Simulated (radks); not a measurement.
Results of a calculation; reference values are marked as such.
Charge is removed step by step from the 2s down level of Ar+, starting from [He] 2s(up 1, down 1) 2p6 3s2 3p5. Level of theory: non-relativistic Kohn-Sham, PBEsol, spin-polarised, spherical densities, point nucleus; open shells are filled with parallel spins first (a radial shooting solver on a logarithmic mesh with Libxc functionals).

[
 {"removed (e)": "0", "E - E(0) (eV)": "0.000", "eigenvalue (eV)": "-307.93", "E minus straight line (eV)": "0.000"},
 {"removed (e)": "0.1", "E - E(0) (eV)": "30.969", "eigenvalue (eV)": "-311.46", "E minus straight line (eV)": "-1.619"},
 {"removed (e)": "0.2", "E - E(0) (eV)": "62.293", "eigenvalue (eV)": "-315.02", "E minus straight line (eV)": "-2.884"},
 {"removed (e)": "0.3", "E - E(0) (eV)": "93.973", "eigenvalue (eV)": "-318.59", "E minus straight line (eV)": "-3.792"},
 {"removed (e)": "0.4", "E - E(0) (eV)": "126.01", "eigenvalue (eV)": "-322.19", "E minus straight line (eV)": "-4.341"},
 {"removed (e)": "0.5", "E - E(0) (eV)": "158.41", "eigenvalue (eV)": "-325.81", "E minus straight line (eV)": "-4.530"},
 {"removed (e)": "0.6", "E - E(0) (eV)": "191.17", "eigenvalue (eV)": "-329.44", "E minus straight line (eV)": "-4.356"},
 {"removed (e)": "0.7", "E - E(0) (eV)": "224.30", "eigenvalue (eV)": "-333.10", "E minus straight line (eV)": "-3.818"},
 {"removed (e)": "0.8", "E - E(0) (eV)": "257.79", "eigenvalue (eV)": "-336.76", "E minus straight line (eV)": "-2.914"},
 {"removed (e)": "0.9", "E - E(0) (eV)": "291.65", "eigenvalue (eV)": "-340.45", "E minus straight line (eV)": "-1.641"},
 {"removed (e)": "1", "E - E(0) (eV)": "325.88", "eigenvalue (eV)": "-344.15", "E minus straight line (eV)": "0.000"}
]

Removing the whole electron costs 325.88 eV by Delta-SCF, against 307.93 eV from minus the eigenvalue at the starting occupation. Slater's transition state (half an electron removed) gives 325.81 eV. Integrating minus the eigenvalue over the occupation (Janak's theorem) gives 325.88 eV. The mean slope of the eigenvalue, de/dn, is 36.2 eV per electron.
